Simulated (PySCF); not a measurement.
# PBE on Ru²⁺ (ruthenium, charge +2)

Configuration: [Kr] 4d5 5p1, high-spin 7P determinant (an excited configuration). All numbers are calculated (PySCF 2.14, scalar relativity through the core potential, in aug-cc-pwCVDZ-PP with ECP28MDF (6s6p5d3f, 70 functions)).

```json
{
  "Total energy": "-93.2581 hartree",
  "One-electron energy": "-150.6112 hartree",
  "Hartree (Coulomb) energy": "66.7475 hartree",
  "Exchange-correlation energy": "-9.3944 hartree",
  "⟨S²⟩": "12.0001",
  "⟨L²⟩": "2.002",
  "Sum of ⟨r⟩": "19.35 bohr",
  "Sum of ⟨r²⟩": "34.48 bohr²",
  "Traceless quadrupole moment −½Σ⟨3z² − r²⟩ along its main axis": "-4.40 e·bohr²"
}
```

```csv
shell,electrons,mean orbital energy (hartree),spread (hartree),"rms radius, mean of both spins (bohr)"
4s α,1,-3.82072,0,1.08
4s β,1,-3.66783,0,1.08
4p α,3,-2.70180,0.01300,1.19
4p β,3,-2.54312,0.01847,1.19
4d α,5,-1.10302,0.01368,1.59
5p α,1,-0.59140,0,3.31
```

Energies and moments cover only the electrons outside the core potential.
